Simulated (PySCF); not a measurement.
Isotope clusters of molecular radical cations, worked from isotope masses and abundances (centroid m/z, relative intensity):

1. 193.0005 (100.0), 194.0009 (20.0), 194.9980 (11.6), 195.9982 (1.6), 196.9952 (0.4)
2. 113.0471 (100.0), 114.0501 (5.9), 115.0518 (0.6)
3. 193.9755 (100.0), 194.9757 (12.4), 195.9726 (7.2), 196.9731 (0.5)
4. 135.9564 (100.0), 136.9574 (9.2), 137.9534 (40.1), 138.9544 (3.5), 139.9499 (2.8)

Lines and terms under 0.3 % are left out. Candidates, as SMILES:
A. `F[Si@@H](CC(F)(F)F)[SiH2]P`
B. `N#CCC(F)(F)[Si@@H]1C[SiH2][SiH2]1`
C. `S=C=C(CCl)[SiH3]`
D. `NC(=O)C(=O)C1CC1`

Match clusters and compounds, and give each formula.

1 = B, C4H9F2NSi3, monoisotopic mass of the neutral 193.0011 u; relative to that species, one 29Si gives 15.2 % at +1, one 13C gives 4.3 % at +1, one 15N gives 0.4 % at +1 and one 30Si gives 10.0 % at +2.
2 = D, C5H7NO2, monoisotopic mass of the neutral 113.0477 u; relative to that species, one 13C gives 5.4 % at +1, one 15N gives 0.4 % at +1 and one 18O gives 0.4 % at +2.
3 = A, C2H7F4PSi2, monoisotopic mass of the neutral 193.9760 u; relative to that species, one 29Si gives 10.2 % at +1, one 13C gives 2.2 % at +1 and one 30Si gives 6.7 % at +2.
4 = C, C3H5ClSSi, monoisotopic mass of the neutral 135.9570 u; relative to that species, one 29Si gives 5.1 % at +1, one 13C gives 3.2 % at +1, one 33S gives 0.8 % at +1, one 37Cl gives 32.0 % at +2, one 34S gives 4.5 % at +2 and one 30Si gives 3.3 % at +2.

What is the mean mass of the whole cluster 1, and how does it compare with the molar mass?

193.374 u over all lines, faint ones too (the ion lacks one electron, 0.0005 u); standard atomic weights give 193.374 g/mol for C4H9F2NSi3.

Give the exact less the nominal mass of each, in mDa.

C2H7F4PSi2 -24.0, C4H9F2NSi3 +1.1, C3H5ClSSi -43.0, C5H7NO2 +47.7 (neutral, monoisotopic).

Abundances used (%; other tables differ somewhat): 14N 99.632, 15N 0.368; 12C 98.93, 13C 1.07; 28Si 92.2297, 29Si 4.6832, 30Si 3.0872; 1H 99.9885, 2H 0.0115; 16O 99.757, 17O 0.038, 18O 0.205; 32S 94.93, 33S 0.76, 34S 4.29, 36S 0.02; 35Cl 75.78, 37Cl 24.22.

Isomers would give the same cluster, so the cluster fixes the formula at best.

Masses and patterns are calculated from tabulated isotope masses and abundances.
